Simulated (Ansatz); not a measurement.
CH$_{7}$AlGeO (`C[O][GeH2][AlH2]`). Charge 0, multiplicity 1. Correlated methods include outer-core shells of Ge, which these sets cover unevenly. Scalar relativity is left out up to krypton.

Z-matrix (Å, degrees):
```
C
O 1 1.402
H 1 1.093 2 108.3
H 1 1.099 2 112.2 3 -119.1
H 1 1.101 2 112.5 3 118.9
Ge 2 1.796 1 117.1 3 -177.6
Al 6 2.496 2 110.6 1 64.6
H 6 1.553 2 107.0 1 -59.2
H 6 1.541 2 103.1 1 -172.5
H 7 1.587 6 120.5 2 -7.5
H 7 1.588 6 119.7 2 172.1
```

Task: Give the diagnostics of a CCSD(T)/def2-TZVPP run (frozen core, Ansatz). (Estimate.)

Result: Computed: T1 = 0.0122, largest single amplitude 0.014, largest double 0.029, (T) share of the correlation energy 3.4 %, 10 CCSD cycles. The RHF solution is stable towards an unrestricted one. T1 lies under the customary mark of 0.02 for closed shells.
